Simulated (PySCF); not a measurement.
Compound: CH₇FO₂SSi₂.
Atom-mapped SMILES: `[CH3:1][S:2](=[O:3])(=[O:4])[SiH2:5][SiH2:6][F:7]` (hydrogens: H8, H9, H10 on C1; H11, H12 on Si5; H13, H14 on Si6)

Level of theory: PySCF 2.14.0, PBE0-D3(BJ)/def2-SVP geometry optimisation, gas phase.

Q: What internal coordinates does the optimisation give?

A: 
```json
{"bond": "C1–S2", "length (Å)": "1.787"}
{"bond": "S2=O3", "length (Å)": "1.480"}
{"bond": "S2=O4", "length (Å)": "1.467"}
{"bond": "S2–Si5", "length (Å)": "2.227"}
{"bond": "Si5–Si6", "length (Å)": "2.352"}
{"bond": "Si6–F7", "length (Å)": "1.633"}
{"bond": "C1–H8, C1–H9, C1–H10", "length (Å)": "1.098"}
{"bond": "Si5–H11, Si5–H12", "length (Å)": "1.491"}
{"bond": "Si6–H13, Si6–H14", "length (Å)": "1.485"}
```

Bonds in one row agree within 0.01 Å and their mean is given. A selection of angles:
```json
{"angle": "S2–C1–H8", "degrees": "109.1"}
{"angle": "S2–C1–H10", "degrees": "104.4"}
{"angle": "H8–C1–H9", "degrees": "112.3"}
{"angle": "H8–C1–H10", "degrees": "110.5"}
{"angle": "C1–S2–O3", "degrees": "107.0"}
{"angle": "C1–S2–Si5", "degrees": "112.7"}
{"angle": "O3–S2–O4", "degrees": "119.9"}
{"angle": "O3–S2–Si5", "degrees": "100.7"}
{"angle": "O4–S2–Si5", "degrees": "109.2"}
{"angle": "S2–Si5–Si6", "degrees": "92.9"}
{"angle": "S2–Si5–H11", "degrees": "110.5"}
{"angle": "S2–Si5–H12", "degrees": "107.3"}
{"angle": "Si6–Si5–H11", "degrees": "117.9"}
{"angle": "Si6–Si5–H12", "degrees": "114.9"}
{"angle": "H11–Si5–H12", "degrees": "111.3"}
{"angle": "Si5–Si6–F7", "degrees": "107.4"}
{"angle": "Si5–Si6–H13", "degrees": "110.4"}
{"angle": "F7–Si6–H13", "degrees": "108.2"}
{"angle": "H13–Si6–H14", "degrees": "113.3"}
```

Dihedral angles: C1–S2–Si5–Si6 159° (antiperiplanar); S2–Si5–Si6–F7 159° (antiperiplanar). The mirror-image conformer, all signs reversed, is as good.

Si5 (SiH2 silicon) has angles from 92.9° to 117.9°. Si6 (fluorine-bound silicon) is distorted tetrahedral (angles from 107.4° to 113.3°). S2 (sulfonyl sulfur) is distorted tetrahedral (angles from 100.7° to 119.9°).

Point group: C1 (no symmetry element, even within 0.4 Å). No frequency check. One conformer, not necessarily the lowest.

The run took 3.0 min on Intel Xeon 6975P-C, one thread, shared host, and the process peaked at 0.71 GiB of memory. That covers the optimisation of the geometry.
